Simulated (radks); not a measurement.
Species: Se18+. Configuration: [Ne] 3s2 3p4. Method: Dirac Kohn-Sham, LB94 model potential, spin-unpolarised, spherical densities, finite nucleus; open shells fill j = l - 1/2 first; Fermi nuclear charge, rms radius 4.14 fm; computed with a radial shooting solver on a logarithmic mesh with Libxc functionals.

Spin-orbit splittings of the eigenvalues, e(l+1/2) - e(l-1/2), with zeta = 2 splitting/(2l+1) and mean radii in bohr:

shell  occ.  splitting (eV)  zeta (eV)  <r> j=l-1/2  <r> j=l+1/2
2p        6           42.90      28.60       0.1664       0.1701
3p        4               ?          ?       0.4871       0.4935
3d        0           1.854     0.7416       0.4435       0.4454

Estimate the 3p splitting.

Answer. 8.955 eV (zeta = 5.970 eV).
